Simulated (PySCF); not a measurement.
Job file and geometry (Å, from GFN2-xTB) of an NMR shielding run on `InChI=1S/C4H12BNSi/c1-3-6(7)4(2)5/h3-4H,1,5H2,2,7H3/t4-/m0/s1`, PySCF 2.14.0, density-fitted response routines, GIAO PBE0/pcSseg-1 NMR shielding, non-relativistic, gas phase; density fitting, a coarse starting grid and PySCF grid level 2 are the driver's defaults:

```
$ OMP_NUM_THREADS=1 python probes_run.py task.json out

{"job": {"kind": "nmr", "xc": "PBE0", "basis": "pcSseg-1"}, "charge": 0, "multiplicity": 1}
B      0.049579    -1.568447     1.126495
C     -0.676992    -0.301509     0.487124
C     -1.630589    -0.625945    -0.669792
N      0.291214     0.706031     0.038995
Si    -0.044673     2.379855     0.303495
C      1.396692     0.219238    -0.601173
C      1.718434    -1.065746    -0.707175
H      0.853763    -1.389517     1.957999
H     -0.444934    -2.625848     1.020110
H     -1.270996     0.173927     1.279634
H     -2.114760     0.278863    -1.033636
H     -1.079803    -1.072528    -1.494742
H     -2.395967    -1.325306    -0.343885
H     -1.329412     2.743886    -0.306809
H     -0.116789     2.621986     1.749061
H      1.049984     3.122931    -0.314815
H      2.032681     0.979571    -1.033277
H      2.620079    -1.400769    -1.183383
H      1.082683    -1.841423    -0.281687
```

Task: Write the output of this run.

Result: 
```
coarse grid: 15560 points
cycle   1  E = -528.1469721174  dE =  6.623e-01  |g| = 3.980e-01  |ddm| = 3.783e+00
cycle   2  E = -528.1422806395  dE =  4.691e-03  |g| = 4.292e-01  |ddm| = 7.791e-01
cycle   3  E = -528.1890227907  dE = -4.674e-02  |g| = 5.711e-02  |ddm| = 4.389e-01
cycle   4  E = -528.1896773663  dE = -6.546e-04  |g| = 2.752e-02  |ddm| = 7.464e-02
cycle   5  E = -528.1898446962  dE = -1.673e-04  |g| = 1.064e-02  |ddm| = 2.927e-02
cycle   6  E = -528.1898693430  dE = -2.465e-05  |g| = 3.450e-03  |ddm| = 1.165e-02
cycle   7  E = -528.1898718589  dE = -2.516e-06  |g| = 5.451e-04  |ddm| = 2.941e-03
final grid: 143424 points
cycle   8  E = -528.2285328277  dE = -4.093e-05  |g| = 7.676e-03  |ddm| = 3.344e-02
cycle   9  E = -528.2285270067  dE =  5.821e-06  |g| = 9.119e-03  |ddm| = 1.623e-02
cycle  10  E = -528.2285482546  dE = -2.125e-05  |g| = 9.896e-04  |ddm| = 9.141e-03
cycle  11  E = -528.2285484309  dE = -1.764e-07  |g| = 4.221e-04  |ddm| = 1.105e-03
cycle  12  E = -528.2285484706  dE = -3.971e-08  |g| = 8.195e-05  |ddm| = 4.070e-04
cycle  13  E = -528.2285484721  dE = -1.505e-09  |g| = 3.524e-05  |ddm| = 1.059e-04
cycle  14  E = -528.2285484724  dE = -2.991e-10  |g| = 6.568e-06  |ddm| = 3.004e-05
converged SCF energy = -528.2285484724

GIAO shielding tensors (ppm)
atom      isotropic    diamagn.    paramagn.     s11        s22        s33       span
  0 B       34.857     192.426    -157.570    -34.684     12.633    126.621    161.304
  1 C      136.631     248.497    -111.866    113.701    132.881    163.312     49.611
  2 C      170.222     247.551     -77.328    141.127    181.293    188.246     47.118
  3 N      161.742     332.109    -170.367     93.209    178.297    213.721    120.512
  4 Si     399.395     881.951    -482.556    353.182    375.680    469.323    116.141
  5 C       39.524     252.324    -212.800    -71.491     55.554    134.507    205.998
  6 C      108.449     259.298    -150.849     11.018    148.728    165.602    154.584
  7 H       24.795      30.542      -5.747     17.507     26.770     30.110     12.603
  8 H       24.626      30.656      -6.030     17.474     27.580     28.823     11.349
  9 H       29.059      33.144      -4.085     23.678     30.165     33.336      9.658
 10 H       30.645      31.282      -0.637     25.172     30.279     36.484     11.311
 11 H       29.657      31.248      -1.591     24.984     30.045     33.943      8.959
 12 H       30.683      30.285       0.398     26.416     27.628     38.004     11.588
 13 H       26.785      30.368      -3.583     22.746     25.803     31.807      9.061
 14 H       26.778      30.085      -3.306     23.047     25.002     32.286      9.239
 15 H       27.017      30.300      -3.283     23.750     25.658     31.642      7.892
 16 H       25.525      31.573      -6.048     22.382     25.855     28.337      5.955
 17 H       27.753      29.980      -2.227     25.161     25.454     32.644      7.484
 18 H       31.197      33.943      -2.746     28.878     29.827     34.886      6.009
```

Size and cost of the density-fitted run: 186 basis functions, 54 s wall time on 1 thread of an Intel Xeon, shared host; peak memory 0.85 GiB.
